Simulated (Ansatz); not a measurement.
In(OH)2 (H2InO2), SMILES [OH][In][OH], multiplicity 2.

The structure is a stationary point at B3LYP-D3(BJ)/def2-TZVP. The def2 effective core potentials stand for the cores of In; spin–orbit coupling is left out. The values are those of a single conformer.

Two levels are set side by side: PBE/def2-SVPD (Ansatz, a quantum-chemistry and plane-wave program) and CAM-B3LYP/def2-SVPD (Ansatz). Energy differences of separate SCF runs at the same geometry; the states with an electron removed or added have multiplicity 1 and 1. Differences are taken from unrounded values.

```
quantity                         CAM-B3LYP   PBE  PBE minus CAM-B3LYP
-------------------------------  ---------  ----  -------------------
vertical ionisation energy (eV)       9.26  8.85                -0.41
vertical electron affinity (eV)       2.21  2.05                -0.16
```
